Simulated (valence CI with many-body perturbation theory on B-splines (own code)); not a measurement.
# Which ion has this spectrum?

A relativistic CI+MBPT calculation for an atom or ion with 7 electrons gives these levels (Ry):

```tsv
J	Parity	E	g
3/2	odd	0.00	1.34
3/2	odd	35.69	1.44
5/2	odd	37.25	1.18
1/2	odd	39.90	0.64
5/2	even	53.84	1.47
1/2	even	59.55	2.06
3/2	even	59.66	1.19
3/2	odd	75.69	1.29
3/2	even	91.12	1.57
5/2	even	93.70	1.28
1/2	even	96.88	1.39
3/2	even	97.65	1.04
3/2	odd	117.69	1.31
1/2	even	133.82	1.81
```

The energies are calculated, and their last digits are not significant.

Which is it?
A. Pr52+
B. Pm54+
C. Ce51+
D. Ba49+

A. Pr52+, ground level (2s^2 2p1/2^2 2p3/2) J=3/2.
